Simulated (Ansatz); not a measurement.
CH₇NSi₂, SMILES `CN1[SiH2][SiH2]1`, relaxed with RKS PBE0-D4/def2-TZVP in Ansatz 0.2.0 from a PBE-D4/def2-SVP geometry. The force threshold is 0.005 eV/Å; the program also tests the step.

Charge 0, multiplicity 1.

Start:

```xyz
11

C     0.145    1.249    1.017
N     0.017    0.108    0.135
Si    1.019   -0.967   -0.839
Si   -1.230   -0.864   -0.644
H    -0.694    1.289    1.744
H     1.087    1.199    1.603
H     0.150    2.215    0.461
H     1.907   -1.936   -0.099
H     1.796   -0.358   -1.981
H    -2.062   -1.756    0.244
H    -2.134   -0.179   -1.640
```

(1) By how much does the energy fall, and how many steps does the optimiser take? (Best estimate.)

(2) Which bonds change most? (Best estimate.)

(3) Give the relaxed structure. (Best estimate.)

Results:

(1) Ansatz gave: 6.16 kJ/mol, in 7 steps, 1 of them rejected.

(2) The calculation gave: Si3–Si4 from 2.260 to 2.227 Å; N2–Si3 from 1.763 to 1.730 Å; N2–Si4 from 1.763 to 1.730 Å; Si3–H9 from 1.510 to 1.490 Å.

(3) Computed: 
```xyz
11

C     0.143    1.231    1.003
N     0.015    0.103    0.116
Si    1.003   -0.954   -0.831
Si   -1.213   -0.853   -0.640
H    -0.684    1.260    1.718
H     1.072    1.172    1.577
H     0.147    2.181    0.457
H     1.885   -1.895   -0.086
H     1.779   -0.352   -1.952
H    -2.035   -1.717    0.252
H    -2.111   -0.176   -1.616
```
